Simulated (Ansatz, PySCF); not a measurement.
Pair of molecules: N2 (SMILES N#N) (first 2 atoms) with AsH3 (SMILES [AsH3]); geometry from B3LYP-D3(BJ)/def2-TZVP, rigid monomers moved along the line of their centres of mass till N2···As3 is 3.17 Å.
(charge 0, multiplicity 1):
```xyz
6

N      0.2416    -0.2329    -1.0082
N      0.4601    -0.6963    -0.0452
As    -0.3052     0.0342     2.9404
H      1.1795    -0.3028     3.0112
H     -0.6885    -1.4341     2.7964
H     -0.4500    -0.0152     4.4584
```

Interaction energies are E(AB) − E(A) − E(B) at the monomers' geometry in the complex; basis-set methods are counterpoise corrected.

Codes used: Ansatz (a first-principles code) with Gaussian orbitals; PySCF for the dispersion terms. Each number belongs to the level named beside it.

Question: Estimate the interaction energy that B3LYP/def2-TZVPPD returns for this input.

Answer: 1.2 kcal/mol
